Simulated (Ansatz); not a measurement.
```yaml
atoms:
  - { symbol: O, position_ang: [0.0000, 0.0000, -1.2521] }
  - { symbol: C, position_ang: [0.0000, 0.0000, 0.0000] }
  - { symbol: O, position_ang: [0.0000, 0.0000, 1.2521] }
```

Basis set: 6-31G* (spherical functions). Correlated methods keep 3 orbitals frozen. Charge 0, multiplicity 1.

Computed with Ansatz (development build ahead of 0.2.0); each method stands on the lowest determinant of its kind that the runs found. Restricted open shells among the atoms or ions are ROHF, correlated in semicanonical orbitals with singles.

(1) Give the atomization energy at this shape (free ground-state atoms in the same class of orbitals less the molecule, no zero-point energy) of singlet CO₂ by RHF-MP2, RHF.

Results:

(1)

```
 method  atomization energy
RHF-MP2       1566.9 kJ/mol
    RHF        929.3 kJ/mol
```

Caution: the shape is not the minimum.
